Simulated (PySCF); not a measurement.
Excitations are Tamm–Dancoff values on a coarser integration grid. The basis has no diffuse functions, so Rydberg states are missing or too high.

Cartesian coordinates (Å):
```xyz
6

O     -1.3626    -0.0552    -0.0305
B     -0.0711     0.3461     0.0160
O      0.9206    -0.5893    -0.0110
H     -1.4452    -1.0130    -0.0805
H      0.1589     1.5201     0.0799
H      1.7993    -0.2086     0.0261
```
Charge 0, multiplicity 1.

Task: What is the computed T1 excitation (TDA), LUMO, S1 excitation (TDA), HOMO–LUMO gap and total energy (TPSSh-D3(BJ)/def2-TZVP // PBE0-D3(BJ)/def2-TZVP (PySCF))?

Result: 
```json
{
  "T1 excitation (TDA)": "7.63 eV",
  "LUMO": "0.57 eV",
  "S1 excitation (TDA)": "8.48 eV",
  "HOMO–LUMO gap": "9.02 eV",
  "total_energy": "-177.2834 Ha"
}
```
